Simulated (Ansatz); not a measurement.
System: GaH$_{2}$Br, charge 0, singlet. GaH2Br (SMILES [GaH2][Br]).
B3LYP-D3(BJ)/def2-TZVP minimum from Ansatz (a first-principles code):
```xyz
4

Ga    -0.6206    -0.9799     0.1611
H     -0.0578    -1.9535     1.2387
H     -1.8879    -1.1187    -0.7336
Br     0.6053     0.9557    -0.1571
```
Charge 0, spin multiplicity 1.

Property: atomisation energy (electronic, to ground-state atoms), in kcal/mol. Open shells are spin-unrestricted; no spin-orbit coupling. Correlated methods leave the cores frozen (noble-gas shells, and filled d and f shells in the p block). No relativity. CBS(X,Y): correlation extrapolated as X^-3, Hartree-Fock from the larger set (Q,5: extrapolated as (X+1)exp(-9√X)). A bracket is a step between two methods taken in the basis named. Where a partner has so few electrons that a lower coupled-cluster level is exact, that level stands in. Spin-orbit terms, left out, reach several kcal/mol for Br and I, and more for heavier atoms.

CCSD(T)/CBS(cc-pVQZ,cc-pV5Z) + [CCSDT(Q) - CCSD(T)]/cc-pVQZ + [CCSDTQ - CCSDT(Q)]/cc-pVDZ (Ansatz) gives 213.0 kcal/mol.

### Question
What does PBE/def2-TZVPD (Ansatz) give here, and how do the other levels compare?

### Answer
PBE gives 207.0 kcal/mol, 6.0 kcal/mol below it. Differences of the others: r2SCAN/def2-TZVPD (Ansatz) 1.6; B3LYP/def2-TZVPD (Ansatz) -7.8; PBE0/def2-TZVPD (Ansatz) -5.0; wB97M-V/def2-TZVPD (Ansatz) -3.2; CCSD(T)/CBS(cc-pVQZ,cc-pV5Z) (Ansatz) -0.1 kcal/mol.
